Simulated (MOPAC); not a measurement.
Input file for MOPAC: AM1 on NaCl+, 2S+1 = 2, a spin state set in the input, which need not be the lowest, a point of a bond scan (R = 2.974 Å). Charge +1.

```
AM1 1SCF PRECISE CHARGE=1 UHF MS=0.5 THREADS=1
ClNa

Na     0.00000000 1     0.00000000 1     0.00000000 1
Cl     0.00000000 1     0.00000000 1     2.97357200 1
```

Output:

```
*******************************************************************************
 **                                                                           **
 **                              MOPAC v23.2.5                                **
 **                                                                           **
 *******************************************************************************
 ** MOPAC's Digital Object Identifier: https://doi.org/10.5281/zenodo.6511958 **
 **                                                                           **
 ** Please cite the open-source release paper for use of this MOPAC version:  **
 ** J. E. Moussa and J. J. P. Stewart (2026)                                  **
 ** MOPAC: An open-source semiempirical molecular orbital program             **
 ** J. Open Source Softw., 11(119), 8025, https://doi.org/10.21105/joss.08025 **
 *******************************************************************************

                              AM1 CALCULATION RESULTS

 *******************************************************************************
 *  AM1        - The AM1 Hamiltonian to be used
 *  UHF        - UNRESTRICTED HARTREE-FOCK CALCULATION
 *
 *
 *
 *                 CHARGE ON SYSTEM = +1
 *
 *
 *
 *  MS=        - IN MECI, MAGNETIC COMPONENT OF SPIN =  0.5
 *  PRECISE    - TIGHTER CRITERIA TO BE USED
 *  1SCF       - DO 1 SCF AND THEN STOP
 *  THREADS=1  - MULTI-THREADING NOT USED
 *  T=         - A TIME OF 172800.0 SECONDS REQUESTED
 *  DUMP=N     - RESTART FILE WRITTEN EVERY 7200.0 SECONDS REQUESTED
 *******************************************************************************
AM1 1SCF PRECISE CHARGE=1 UHF MS=0.5 THREADS=1
 ClNa

   ATOM   CHEMICAL          X               Y               Z
  NUMBER   SYMBOL      (ANGSTROMS)     (ANGSTROMS)     (ANGSTROMS)

     1      Na          0.00000000  *   0.00000000  *   0.00000000  *
     2      Cl          0.00000000  *   0.00000000  *   2.97357200  *



          CARTESIAN COORDINATES

    NO.       ATOM           X           Y           Z

     1        Na          0.0000      0.0000      0.0000
     2        Cl          0.0000      0.0000      2.9736

 Na: (AM1): J. J. P. STEWART, J. MOL. MOD., 10, 155-164 (2004)
 Cl: (AM1): M.J.S. DEWAR AND E. G. ZOEBISCH, THEOCHEM, 180, 1 (1988).

           Empirical Formula: Na Cl  =     2 atoms



      MOLECULAR POINT GROUP   :   C*v


          UHF CALCULATION, NO. OF ALPHA ELECTRONS =    4
                           NO. OF BETA  ELECTRONS =    3

 -------------------------------------------------------------------------------
 AM1 1SCF PRECISE CHARGE=1 UHF MS=0.5 THREADS=1
 ClNa



     1SCF WAS SPECIFIED, SO BFGS WAS NOT USED
     SCF FIELD WAS ACHIEVED


                              AM1 CALCULATION
                                                       MOPAC v23.2.5 Linux




          FINAL HEAT OF FORMATION =        162.23690 KCAL/MOL =     678.79920 KJ/MOL


          COSMO AREA              =        114.85 SQUARE ANGSTROMS
          COSMO VOLUME            =        105.80 CUBIC ANGSTROMS

          IONIZATION POTENTIAL    =         16.866062 EV
          ALPHA SOMO LUMO (EV)    =        -17.537 -4.892
          BETA  SOMO LUMO (EV)    =        -16.866 -7.600
          NO. OF ALPHA ELECTRONS  =          4
          NO. OF BETA  ELECTRONS  =          3
          MOLECULAR WEIGHT        =         58.4428         POINT GROUP:  C*v

          MOLECULAR DIMENSIONS (Angstroms)

            Atom       Atom       Distance
           Cl     2   Na     1     2.97357
           Cl     2   Na     1     0.00000
           Na     1   Cl     2     0.00000


          SCF CALCULATIONS        =          1





   ATOM   CHEMICAL          X               Y               Z
  NUMBER   SYMBOL      (ANGSTROMS)     (ANGSTROMS)     (ANGSTROMS)

     1      Na          0.00000000  *   0.00000000  *   0.00000000  *
     2      Cl          0.00000000  *   0.00000000  *   2.97357200  *

                             CARTESIAN COORDINATES

   1   Na        0.000000000     0.000000000     0.000000000
   2   Cl        0.000000000     0.000000000     2.973572000


           Empirical Formula: Na Cl  =     2 atoms



      MOLECULAR POINT GROUP   :   C*v


          ALPHA EIGENVALUES
 -43.11680 -18.86426 -17.95509 -17.53744  -4.89191  -2.98066  -2.95124  -2.53375


           BETA EIGENVALUES
 -40.68507 -17.28319 -16.86606  -7.59978  -4.89017  -2.96975  -2.96330  -2.52637


              NET ATOMIC CHARGES AND DIPOLE CONTRIBUTIONS

  ATOM NO.   TYPE          CHARGE      No. of ELECS.   s-Pop       p-Pop
    1         Na           0.886739        0.1133     0.04077     0.07249
    2         Cl           0.113261        6.8867     1.99350     4.89324
 DIPOLE           X         Y         Z       TOTAL
 POINT-CHG.     0.000     0.000    -7.047     7.047
 HYBRID        -0.000    -0.000    -0.561     0.561
 SUM           -0.000    -0.000    -7.608     7.608


          ATOMIC ORBITAL ELECTRON POPULATIONS

     Atom    s        px        py        pz
    1 Na   0.04077   0.00436   0.00161   0.06652
    2 Cl   1.99350   1.99564   0.99839   1.89920


                    (SZ)    =    0.500000
                    (S**2)  =    0.750418


          ATOMIC ORBITAL SPIN POPULATIONS

    Atom   Total    s     px     py     pz
         Atomic
    1 Na -0.0077 -0.004 -0.000  0.002 -0.005
    2 Cl  1.0077  0.000  0.000  0.998  0.009

 **********************
 *                    *
 * JOB ENDED NORMALLY *
 *                    *
 **********************




 == MOPAC DONE ==
```

The run finished.

Cost: around 0.020 core-seconds (rough).
